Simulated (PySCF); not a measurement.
O$_{4}$Ru, singlet, geometry from GFN2-xTB of the parent state (such geometries of metal compounds can be far from the true shape) (the multiplicity is a formal guess) (core potentials on Ru); DF-PBE/def2-TZVP (PySCF).

PySCF was given this input:
```python
from pyscf import gto, scf, dft

mol = gto.M(
    atom='''
Ru    0.01430486   -0.02340224   -0.12950598
O     1.17675629    0.70822560   -0.92296003
O     0.49309506   -0.54979544    1.45089418
O    -0.98119096   -1.02816347   -0.84754838
O    -0.76733713    0.99844565    1.03189713
''',
    basis='def2-tzvp',
    ecp={'Ru': 'def2-tzvp'},
    verbose=5,
)

mf = dft.RKS(mol)
mf.xc = 'pbe'
mf = mf.density_fit(auxbasis='def2-universal-jkfit')
mf.kernel()
```

Task: Predict the main parts of the log of this PySCF run.

Result: 
```
PySCF version 2.14.0

[INPUT] verbose = 5
[INPUT] max_memory = 4000
[INPUT] num. atoms = 5
[INPUT] num. electrons = 48
[INPUT] charge = 0
[INPUT] spin (= nelec alpha-beta = 2S) = 0
[INPUT] symmetry False subgroup None
[INPUT] Mole.unit = angstrom
[INPUT] Symbol           X                Y                Z      unit          X                Y                Z       unit  Magmom
[...]
[INPUT] ---------------- BASIS SET ----------------
[INPUT] l, kappa, [nprim/nctr], expnt,             c_1 c_2 ...
[INPUT] O
[...]
                                4052.3871392      0.0016838662199
                                922.3272271       0.0087395616265
                                261.24070989      0.035239968808
                                85.354641351      0.11153519115
                                31.035035245      0.25588953961
[...]
                                4.9987076005      0.2462784943
[...]
                                14.627049379      0.041912575824
                                4.4501223456      0.16153841088
                                1.5275799647      0.35706951311
[...]
[INPUT] Ru
[...]
                                13.910581694      0.33550437725
[...]
                                6.2477688734      -0.2273166205
                                1.6279472859      0.47869486056
                                0.79326493538     0.50213311567
[...]
                                2.2483686294      0.21802502222
                                0.98376978359     0.44709565013
[...]
nuclear repulsion = 241.256189733457
number of shells = 58
number of NR pGTOs = 244
number of NR cGTOs = 164
basis = def2-tzvp
ecp = {'Ru': 'def2-tzvp'}

******** <class 'pyscf.df.df_jk.DFRKS'> ********
method = DFRKS
initial guess = minao
damping factor = 0
level_shift factor = 0
DIIS = <class 'pyscf.scf.diis.CDIIS'>
diis_start_cycle = 1
diis_space = 8
diis_damp = 0
SCF conv_tol = 1e-09
SCF conv_tol_grad = None
SCF max_cycles = 50
direct_scf = False
XC library pyscf.dft.libxc version 7.1.2
    S. Lehtola, C. Steigemann, M. J. T. Oliveira, and M. A. L. Marques,  SoftwareX 7, 1–5 (2018)
XC functionals = pbe
    J. P. Perdew, K. Burke, and M. Ernzerhof,  Phys. Rev. Lett. 77, 3865 (1996)
    J. P. Perdew, K. Burke, and M. Ernzerhof,  Phys. Rev. Lett. 78, 1396 (1997)
    J. P. Perdew, K. Burke, and M. Ernzerhof,  Phys. Rev. Lett. 77, 3865 (1996)
    J. P. Perdew, K. Burke, and M. Ernzerhof,  Phys. Rev. Lett. 78, 1396 (1997)
radial grids:
[...]
 -9.27484679e-02 -1.81243852e-02  2.03093456e-02  3.61168637e-02
  3.87255875e-02  1.82705905e-01  1.96265758e-01  2.48631869e-01
  2.83123837e-01  3.09133155e-01  3.11888215e-01  3.38712436e-01
  3.49162703e-01  3.66586343e-01  4.08223819e-01  4.10512592e-01
  4.46302036e-01  4.67842694e-01  4.73294735e-01  4.75319944e-01
  4.80952391e-01  5.19257406e-01  5.35613613e-01  5.41821009e-01
  5.67363222e-01  6.84751512e-01  7.72713468e-01  7.80733661e-01
  8.12984801e-01  8.70035450e-01  1.01494038e+00  1.03610224e+00
  1.08474555e+00  1.09259217e+00  1.17206287e+00  1.21247447e+00
  1.21404369e+00  1.29734935e+00  1.30707101e+00  1.32318211e+00
  1.38825016e+00  1.44251466e+00  1.48382215e+00  1.49573353e+00
  1.52937528e+00  1.58191938e+00  1.60248577e+00  1.62723086e+00
  1.64048435e+00  1.64804765e+00  1.69653660e+00  1.70479930e+00
  1.73692567e+00  1.87937247e+00  1.94694543e+00  1.94978281e+00
  2.02177648e+00  2.04287621e+00  2.05063613e+00  2.05718943e+00
  2.07362811e+00  2.11582970e+00  2.20878978e+00  2.21034267e+00
  2.26946798e+00  2.30762929e+00  2.45973194e+00  2.49603222e+00
  2.52261689e+00  2.54645145e+00  2.56799509e+00  2.58405318e+00
  2.62436323e+00  2.63118374e+00  2.81354977e+00  2.91100345e+00
  2.92632045e+00  2.96768848e+00  3.41188965e+00  3.59281867e+00
  4.09594891e+00  4.11140899e+00  4.87008841e+00  4.87960301e+00
  4.88570489e+00  4.91208793e+00  4.91211563e+00  4.91335365e+00
  4.91434932e+00  4.92543630e+00  4.93098315e+00  4.93886442e+00
  4.95195131e+00  4.95674458e+00  4.96894039e+00  4.98892112e+00
  4.99085451e+00  5.00397730e+00  5.03083718e+00  5.03454845e+00
  5.05319507e+00  5.07851430e+00  5.08285321e+00  5.11363612e+00
  5.13306845e+00  5.19033623e+00  5.31671870e+00  5.37456839e+00
  5.46424636e+00  5.59636128e+00  5.95623905e+00  5.98406722e+00
  5.98788150e+00  6.05210480e+00  6.06586819e+00  6.07615011e+00
  6.09799148e+00  6.13745049e+00  6.14947334e+00  6.19940843e+00
  6.22042091e+00  6.23316150e+00  6.40476082e+00  6.43181107e+00
  6.44286707e+00  6.62223674e+00  6.71022702e+00  6.75602304e+00
  6.81676560e+00  6.93628910e+00  2.85375365e+01  4.29423184e+01
  4.29904746e+01  4.32225121e+01  4.32391423e+01  9.66673650e+01]
nelec by numeric integration = 47.9999979688963
E1 = -1056.400420948957  E2 = 419.58539494360764  Ecoul = 463.60978305077913  Exc = -44.0243881071715
Extra cycle  E= -395.558836271892  delta_E= 2.61e-07  |g|= 0.00104  |ddm|= 0.00112
SCF not converged.
SCF energy = -395.558836271892
```

Convergence was not reached.
